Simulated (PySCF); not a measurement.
Ionisation energy of Nd(33+) by level of theory

Nd(33+) [Ar] 3d9 [3d3/2^4 3d5/2^5, M_J = 5/2] → Nd(34+) [Ar] 3d8 [3d3/2^4 3d5/2^4, M_J = 4], as a difference of total energies. Computed with PySCF 2.14 in an uncontracted even-tempered set (16 s from 5.9 bohr⁻², ratio 2.8; 12 p from 7.6 bohr⁻², ratio 2.8; 8 d from 7.6 bohr⁻², ratio 2.8; 3 f from 31 bohr⁻², ratio 3), with the two-component X2C-1e Hamiltonian. Correlated levels: [Ne] frozen; the 74 highest virtual spinors dropped. "Screened" scales the spin-orbit matrix elements by Boettger's factors to mimic the two-electron term; Breit and QED terms are absent.

```csv
method,ionisation energy (eV)
GHF (spin-free),2233.1
GMP2 (spin-free),2234.5
GHF (screened spin-orbit),2224.8
GMP2 (screened spin-orbit),2226.2
```

Breit and QED terms and the two-electron picture change are absent.

The spin-free rows relax to the high-spin LS determinant and lack the spin-orbit shift.

The labels give the starting determinants; with spin-orbit coupling the two ends relaxed to ⟨J²⟩ = 8.75, ⟨L²⟩ = 6.02, ⟨S²⟩ = 0.77 and ⟨J²⟩ = 20.00, ⟨L²⟩ = 12.72, ⟨S²⟩ = 1.85.

For comparison: 2224 ± 5 eV (theoretical estimate listed by NIST; NIST Atomic Spectra Database, ionization energies).
